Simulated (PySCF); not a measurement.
Coordinates in bohr (charge 0 multiplicity 1):
```
N     0.0000    0.0000   -2.0077
Ta    0.0000    0.0000    2.0055
Ta    3.3980    0.0000   -0.9254
Ta   -3.3980    0.0000   -0.9254
```

These are results of PBE0 in PySCF with N def2-SVP, Ta def2-SVP with ECP60; scalar-relativistic core potentials, no spin–orbit coupling; density-fitted integrals, not measurements.

This geometry of Ta₃N is a stationary point at this level.

Task: What is the point group?

Result: C2v.

Task: Is it a minimum?

Result: No: it has 1 imaginary mode, at 58i cm⁻¹ (b1).

Task: What are the dipole moment and the gap between the highest occupied and lowest empty levels?

Result: 1.46 D and 2.01 eV.

Task: Give the atomic charges and bond orders.

Result: 
```csv
atom,Mulliken,Löwdin,polar tensor,Mayer order to N1
N1,-0.48,0.05,0.01,–
Ta2,0.15,-0.20,0.00,0.47
"Ta3,4",0.17,0.07,-0.01,1.36
```
Other Mayer orders above 0.3: Ta–Ta 0.60, Ta–Ta 2.40 (×2).

Stability towards spin polarisation was not tested. Only a few start shapes were tried, so a lower isomer may exist. At this level a singlet minimum of Cs symmetry lies 13 kJ/mol below this structure. With an element this heavy the missing spin–orbit coupling can shift these numbers.
